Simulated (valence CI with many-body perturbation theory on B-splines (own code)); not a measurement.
## Forbidden lines of Os61+

Calculated by valence CI with perturbative core correlation (CI+MBPT): five valence electrons over a frozen Dirac-Fock core [Ne], a basis of 9 s, 9 p, 8 d, 6 f, 3 g, 1 h functions for each j, with the one-electron correlation potential Σ1, the two-electron term Σ2, the three-electron term Σ3, Breit, model QED; selected CI, second order for the rest (own B-spline code, finite nucleus).

The last digits are not significant, and no measured levels were compared; by estimate large intervals hold to a few tenths of a per cent, small ones and those within an open d or f shell to about a per cent. Among the levels kept, up to 600 cm⁻¹ of a level comes from second order outside the variational space, and about a tenth of that is noise between levels of different J, which matters for small intervals.

Lines 1 to 11 of 11 in falling wavelength, among levels below 8181.0 × 10³ cm⁻¹, chosen from the decays that carry over 1 % of a level's rate. Wavelengths and rates use the calculated energies. Electric multipoles are in the length gauge, E1 and E2 with the static RPA response of the core. S is in atomic units (e²a₀⁴ for E2 and M2, e²a₀⁶ for E3), for M1 in squared Bohr magnetons. Weak lines are less certain than strong ones. Lines between different terms over intervals too small for the method are left out, as are lines whose strength nearly cancels.

Levels are named by their leading jj configuration (3d3/2^4 stands for four electrons in 3d with j = 3/2), which in mixed levels can hold well under half, so a name can repeat and another be missing. Letters in brackets count levels of one name in rising energy.

```
λ vac (nm)                               Upper                           Lower  Type   A (s⁻¹)  S (a.u.)
     13.34      (3s^2 3p1/2 3p3/2 3d5/2) J=9/2  (3s^2 3p1/2 3p3/2 3d3/2) J=7/2    M1  4.67e+06  4.11e+00
     3.323  (3s^2 3p1/2 3p3/2 3d5/2) J=7/2 [a]      (3s^2 3p1/2^2 3d5/2) J=5/2    M1  3.28e+08  3.57e+00
     3.208      (3s^2 3p1/2 3p3/2 3d5/2) J=9/2      (3s^2 3p1/2^2 3d5/2) J=5/2    E2  5.82e+06  1.77e-03
     3.206  (3s^2 3p1/2 3p3/2 3d3/2) J=5/2 [a]      (3s^2 3p1/2^2 3d3/2) J=3/2    M1  1.77e+08  1.30e+00
     3.183          (3s^2 3p1/2 3p3/2^2) J=3/2      (3s^2 3p1/2^2 3p3/2) J=3/2    M1  5.65e+08  2.70e+00
     3.178  (3s^2 3p1/2 3p3/2 3d3/2) J=1/2 [a]      (3s^2 3p1/2^2 3d3/2) J=3/2    M1  3.62e+08  8.61e-01
     3.087          (3s^2 3p1/2 3p3/2^2) J=5/2      (3s^2 3p1/2^2 3p3/2) J=3/2    M1  9.63e+07  6.31e-01
     3.087          (3s^2 3p1/2 3p3/2^2) J=5/2      (3s^2 3p1/2^2 3p3/2) J=3/2    E2  1.27e+07  1.91e-03
     2.970          (3s^2 3p1/2 3p3/2^2) J=1/2      (3s^2 3p1/2^2 3p3/2) J=3/2    M1  3.22e+08  6.25e-01
     2.970          (3s^2 3p1/2 3p3/2^2) J=1/2      (3s^2 3p1/2^2 3p3/2) J=3/2    E2  1.10e+07  4.54e-04
     2.956                (3s^2 3p3/2^3) J=3/2      (3s^2 3p1/2 3p3/2^2) J=3/2    M1  6.02e+08  2.31e+00
```
